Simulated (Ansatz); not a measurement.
`[OH][Sn]([F])([F])[F]` + CH₃OH → `C[O][Sn]([F])([F])[F]` + H₂O at 700 K and 1 bar (ligand exchange at the Sn–O bond).

Calculated with Ansatz (gas phase, PBE0-D4/def2-TZVP geometries, no zero-point term in ΔE). CBS: MP2 limit from def2 TZ/QZ plus the TZ coupled-cluster correction, frozen cores. This one scheme is used for every species. def2 core potentials past Kr. For Sn outer-core shells are correlated without core-valence functions, which leaves a few kJ/mol of doubt a bond. One conformer a species, not always the lowest.

```json
{"species": "`[OH][Sn]([F])([F])[F]`", "CCSD(T)/CBS energy (Eh)": "-589.29279", "H − E (kJ/mol)": "115.9", "S (J/(mol·K))": "455.8"}
{"species": "CH₃OH", "CCSD(T)/CBS energy (Eh)": "-115.61712", "H − E (kJ/mol)": "170.8", "S (J/(mol·K))": "288.5"}
{"species": "`C[O][Sn]([F])([F])[F]`", "CCSD(T)/CBS energy (Eh)": "-628.53137", "H − E (kJ/mol)": "206.8", "S (J/(mol·K))": "520.3"}
{"species": "H₂O", "CCSD(T)/CBS energy (Eh)": "-76.37941", "H − E (kJ/mol)": "80.5", "S (J/(mol·K))": "218.4"}
```

H − E and S are ideal-gas, rigid-rotor, harmonic terms from PBE0-D4/def2-TZVP, for one conformer and one mirror image of each species. 1 Eh = 2625.50 kJ/mol, R = 8.31446 J/(mol·K).

**Question.** By hand: ΔE, ΔH, ΔS and ΔG.

**Answer.** ΔE = (-628.53137) + (-76.37941) − (-589.29279) − (-115.61712) = -0.00087 Eh = -2.3 kJ/mol. Δ(H − E) = 206.8 + 80.5 − 115.9 − 170.8 = 0.6, so ΔH = -1.7 kJ/mol. ΔS = 520.3 + 218.4 − 455.8 − 288.5 = -5.6 J/(mol·K). ΔG = -1.7 − 700 × (-5.6)/1000 = 2.2 kJ/mol.

**Question.** By hand: the equilibrium constant, and the temperature at which ΔG would vanish if ΔH and ΔS stayed fixed.

**Answer.** log₁₀ K = −ΔG/(RT ln 10) = -0.2. ΔG = 0 at ΔH/ΔS = 304 K, though so small a ΔH makes that figure unsure.

TΔS isn't small against ΔH here. The sign of ΔG lies within the doubt. A doubt of 5 kJ/mol in ΔE shifts log₁₀ K by 0.4 here. Other conformers and mirror images would add mixing entropy, several J/(mol·K) or more a flexible species. Modes under 60 cm⁻¹, often nearly free rotors, make the harmonic entropy too high. These are equilibria of isolated gas molecules and say nothing of rates. Largest T1 diagnostic: 0.015 (customary marks: 0.02 for closed shells, 0.045 for open ones).
